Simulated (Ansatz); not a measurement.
Reaction (cleavage of the Ge–Al bond): `[F][AlH][GeH3]` + `C=N` → `C=[N][GeH3]` + `[F][AlH2]`

Calculated with Ansatz (gas phase, PBE0-D4/def2-TZVP geometries, no zero-point term in ΔE). CCSD(T)/CBS is the MP2 limit (def2-TZVPP, def2-QZVPP) plus CCSD(T) − MP2 in def2-TZVPP, frozen cores. This one scheme is used for every species. DFT in def2-TZVPP. B3LYP here is the variant with VWN-RPA as its local correlation; programs differ in this. For Ge outer-core shells are correlated without core-valence functions, which leaves a few kJ/mol of doubt a bond. Scalar relativity is left out up to krypton.

CCSD(T)/CBS gives +31.9 kJ/mol.

Question: Another level gave +35.8 kJ/mol. Which?
A. r2SCANh/def2-TZVPP
B. B3LYP-D4/def2-TZVPP
C. B97M-V/def2-TZVPP
D. PBE-D4/def2-TZVPP

Answer: A. r2SCANh 35.8, B97M-V 20.6, B3LYP-D4 30.4, PBE-D4 41.4 kJ/mol.

Largest T1 diagnostic among the species: 0.013.

From BLYP to BHLYP (50 % exact exchange), in def2-TZVPP and without D4, ΔE moves by −4.5 kJ/mol. Leaving LDA and LC-ωPBE aside and taking each functional with its dispersion term where it has one, the values spread over 20.8 kJ/mol, from B97M-V to PBE-D4.
